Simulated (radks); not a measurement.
Polarisability of the cobalt ion Co7+, [Ar] 3d2, at imaginary frequency. Method: non-relativistic Kohn-Sham, LDA (Slater exchange, Perdew-Wang correlation), spin-polarised, spherical densities, point nucleus; open shells are filled with parallel spins first; computed with a radial shooting solver on a logarithmic mesh with Libxc functionals. Response by self-consistent Sternheimer equations with the Hartree and adiabatic LDA kernel.

w (hartree),alpha1(iw) (bohr^3)
0.00266,0.5138
0.0143,0.5138
0.0360,0.5137
0.0697,0.5135
0.118,0.5130
0.186,0.5119
0.280,0.5096
0.413,0.5048
0.605,0.4949
0.892,0.4748
1.35,0.4345
2.12,0.3593
3.59,0.2430
6.94,0.1156
17.5,0.03022

Static values: alpha1 = 0.5138 bohr^3 (0.07613 angstrom^3; uncoupled 0.7433). C6 = 0.6868, triple-dipole C9 = 0.2531 atomic units. One-pole (London) frequency 4 C6 / (3 alpha1^2) = 3.469 hartree, against 5.284 for minus the highest occupied eigenvalue. The dipole shielding factor is 0.741, as the force sum rule N/Z = 0.741 demands.
